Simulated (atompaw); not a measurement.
## thallium: one change to a PAW (atompaw) potential, before and after

* Element: Tl (Z = 81)
* Generator: atompaw 4.2.0.5
* Type: PAW
* Functional: PBE
* Relativity: scalar-relativistic
* Frozen core: [Kr] 4d10 4f14 5s2
* Valence charge: 19
* Reference configuration: 5p6 5d10 6s2 6p1
* Partial waves: 6s (bound): rc 2.45 bohr; 6s channel at 3.75 Ry: rc 2.45 bohr; 5p (bound): rc 1.55 bohr; 6p (bound): rc 2.45 bohr; 5d (bound): rc 2.45 bohr; 5d channel at -0.6 Ry: rc 1.85 bohr
* Local potential: troulliermartins scheme with l = 3 at 0 Ry, radius 2.35 bohr
* Core correction: smooth core density matched at 1.65 bohr
* Augmentation charge: besselshape compensation charge, radius 2.20 bohr; PAW radius 2.45 bohr; waves and projectors: custom rrkj gramschmidtortho

Change: reference 5p6 5d10 6s2 6p0.

Cutoffs: the cutoffs (Ry, on a coarse ladder) from which the occupation-weighted sum of valence levels, in a spherical-Bessel basis at the reference potential, stays within 10 and 1 mRy of its value at 400 Ry; they do not see the model core or the augmentation charge, which bear on the density cutoff.

Problem. What does the change do?

Solution. The potential gets neither clearly harder nor softer (35 Ry and 70 Ry → 35 Ry and 70 Ry); a bound ghost appears in s, which as a rule spoils a file; the range in which the d phases agree widens (upper end 1.9 → at the end of the scan).

| quantity | base | changed |
| --- | --- | --- |
| cutoff, loose | 35 Ry | 35 Ry |
| cutoff, tight | 70 Ry | 70 Ry |
| bound ghosts | none | s |
| s: phases at 2.46 bohr within 0.05 rad from the reference energy up to (Ry; the scan ends near 5) | to the end of the scan | to the end of the scan |
| p: phases at 2.46 bohr within 0.05 rad from the reference energy up to (Ry; the scan ends near 5) | 4.0 | 3.6 |
| d: phases at 2.46 bohr within 0.05 rad from the reference energy up to (Ry; the scan ends near 5) | 1.9 | to the end of the scan |
| lowest overlap eigenvalue by channel | s 0.53, p 0.43, d 0.18 | s 0.48, p 0.43, d 0.44 |

 A true bound ghost makes a file unfit for plane-wave use even where its test errors are small: the radial tests pick states by their node count and pass the ghost by. The cutoffs see the waves, projectors and local potential, not the compensation charge or the core.
